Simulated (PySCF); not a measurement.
Work out the structure from these simulated measurements.

Formula: C5H10AlNO.

* Rotational structure: rotational constants A, B, C: 1.373, 1.303, 0.681 GHz [PBE0-D3(BJ)/def2-SVP]
* 13C NMR: chemical shifts (computed TMS as zero) by class: 128.8 (1 C), 10.5 (2 C), 4.0 (2 C) ppm [GIAO B3LYP/pcSseg-1 (pcSseg-2 on Al)]
* Dipole: 3.26 D [CAM-B3LYP/def2-SVPD]
* Polarisability: 94.5 au [CAM-B3LYP/def2-SVPD]
* XPS: C1s 289.8 (×2), C1s 290.6 (×2), C1s 294.4, N1s 404.8, O1s 538.9, Al1s 1566.7 eV [ΔSCF SCAN, pcX-2 on the ionised atom, pcseg-1 elsewhere, spin-free X2C]
* NMR, other nuclei: isotropic shieldings of nuclei other than C and H, by class: 201 (1 N), 195 (1 O), 330 (1 Al) ppm [GIAO B3LYP/pcSseg-1 (pcSseg-2 on Al)]

The electronic properties come from PySCF, for the isolated species, density fitting. Levels stand in brackets. Isolated species at its PBE0-D3(BJ)/def2-SVP geometry (one conformer only). NMR classes are plain means over equivalent atoms (diastereotopic ones count apart unless rotation or inversion swaps them), as if these changed places fast.

Q: What is the compound? Reason from the data.

A: 5 carbons fall into 3 classes; from least to most shielded: carbon bonded to N and O (128.8 ppm), carbon bonded to C and 3 H (10.5 ppm, 2 C), carbon bonded to Al, C and 2 H (4.0 ppm, 2 C). The other shieldings belong to: 201 ppm, nitrogen bonded to Al and C; 195 ppm, oxygen bonded to C; 330 ppm, aluminium bonded to 2 C and N. The core levels belong to: C1s 289.8 eV, carbon bonded to Al, C and 2 H; C1s 290.6 eV, carbon bonded to C and 3 H; C1s 294.4 eV, carbon bonded to N and O; N1s 404.8 eV, nitrogen bonded to Al and C; O1s 538.9 eV, oxygen bonded to C; Al1s 1566.7 eV, aluminium bonded to 2 C and N. One atom of each topological class was ionised and stands for its class. By its constants the optimised geometry is an asymmetric top. Structure: `C[CH2][Al]([CH2]C)[N]=C=O` (AlEt2(NCO)). The assignments are read from this structure; whether some other isomer fits the data as well wasn't checked.
